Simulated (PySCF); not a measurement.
Ligands exchanged one at a time, Al SH-H. Isolated molecules, 0 K electronic values unless said otherwise. One relaxed conformer stands for each flexible species; it need not be the lowest. Strings in code marks are SMILES.

Computed with PySCF 2.14.0 with PBE-D3(BJ)/def2-TZVP // TPSSh-D3(BJ)/def2-TZVP. All candidates: neutral, multiplicity 1. 

```json
{
 "HOMO": "-6.51 eV",
 "HOMO–LUMO gap": "5.01 eV",
 "LUMO": "-1.50 eV"
}
```

Identify which member has these values.
(A) `[AlH3]`
(B) `[AlH2][SH]`
(C) `[SH][AlH][SH]` (H–S–Al–S torsion 0°, S–Al–S–H torsion 0°)
(D) `[SH][Al]([SH])[SH]`

D, `[SH][Al]([SH])[SH]`. The others give `[SH][AlH][SH]` (H–S–Al–S torsion 0°, S–Al–S–H torsion 0°): -6.51 eV, 4.71 eV, -1.79 eV; `[AlH3]`: -7.30 eV, 4.78 eV, -2.53 eV; `[AlH2][SH]`: -6.67 eV, 4.51 eV, -2.16 eV
